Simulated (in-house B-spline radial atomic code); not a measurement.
Ionising Sn with different functionals

Computed with an all-electron radial atomic-structure program (B-spline basis): non-relativistic Hamiltonian, point nucleus, spin-polarised at highest spin, spherical fractional occupations for the functionals, and exact exchange of hybrids averaged over the configuration. The ionisation energy is the difference of two self-consistent energies, [Kr] 4d10 5s2 5p2 → [Kr] 4d10 5s2 5p1, without Breit or QED terms; ε is the level of the shell that loses the electron (its least bound occupied spin orbital). There is no spin-orbit coupling in this Hamiltonian.

```
   method                    rung  ΔSCF (eV)  -ε(5p) (eV)
     PBE0           global hybrid       7.41         5.13
    B3LYP           global hybrid       7.34         4.84
    TPSSh           global hybrid       7.40         4.63
   M06-2X           global hybrid       7.41         6.11
BHandHLYP           global hybrid       7.22         5.76
  r2SCAN0           global hybrid       7.56         5.30
    B97-1           global hybrid       7.21         4.80
    HSE06  range-separated hybrid       7.39         4.72
    wB97X  range-separated hybrid       7.17         7.00
CAM-B3LYP  range-separated hybrid       7.35         6.18
  LC-wPBE  range-separated hybrid       7.49         7.52
```

(1) Among the functionals, which spreads more, the ΔSCF values or the orbital energies?

(2) How do they compare with the NIST value?

## Answers

(1) The orbital energies: ΔSCF values span about 0.39 eV and the orbital energies 2.89 eV; here energy differences depend much less on the functional than eigenvalues do.

(2) NIST lists 7.344 eV (measured, ground level to ground level). Errors run from -0.18 to +0.21 eV; CAM-B3LYP is closest (+0.00 eV), but part of that can be cancellation, since the calculations leave out relativity, Breit-QED terms, multiplet and fine-structure energies.
